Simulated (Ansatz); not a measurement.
Start from `[SiH3]/C=C/C[SiH3]` and change one atom or group to get `B/C=C/[SiH3]`.

Ansatz, PBE0-D4/def2-TZVP geometries, multiplicity 1. Each molecule was computed in one conformer, which needn't be the lowest.

```tsv
property	`[SiH3]/C=C/C[SiH3]`
HOMO–LUMO gap (ωB97M-V/def2-TZVPP) / eV	11.09
HOMO–LUMO gap (B3LYP/def2-TZVPP) / eV	6.51
HOMO–LUMO gap (PBE0/def2-TZVPP) / eV	6.91
LUMO energy (B3LYP/def2-TZVPP) / eV	-0.61
HOMO–LUMO gap (PBE/def2-TZVPP) / eV	4.88
LUMO energy (PBE/def2-TZVPP) / eV	-1.39
```

Q: What does the change do to each property? (Best estimate.)

A: Computed: 
```csv
property,`B/C=C/[SiH3]`,shift
HOMO–LUMO gap (ωB97M-V/def2-TZVPP) / eV,10.25,-0.84
HOMO–LUMO gap (B3LYP/def2-TZVPP) / eV,5.65,-0.86
HOMO–LUMO gap (PBE0/def2-TZVPP) / eV,6.07,-0.84
LUMO energy (B3LYP/def2-TZVPP) / eV,-2.58,-1.97
HOMO–LUMO gap (PBE/def2-TZVPP) / eV,4.01,-0.87
LUMO energy (PBE/def2-TZVPP) / eV,-3.36,-1.97
```

With PBE0 the HOMO falls by 1.13 eV and the LUMO falls by 1.98 eV, so the gap narrows by about 0.85 eV. PBE moves the HOMO by -1.10 eV and ωB97M-V by -1.15 eV.

B3LYP here is the variant with VWN-RPA as its local correlation; programs differ in this.
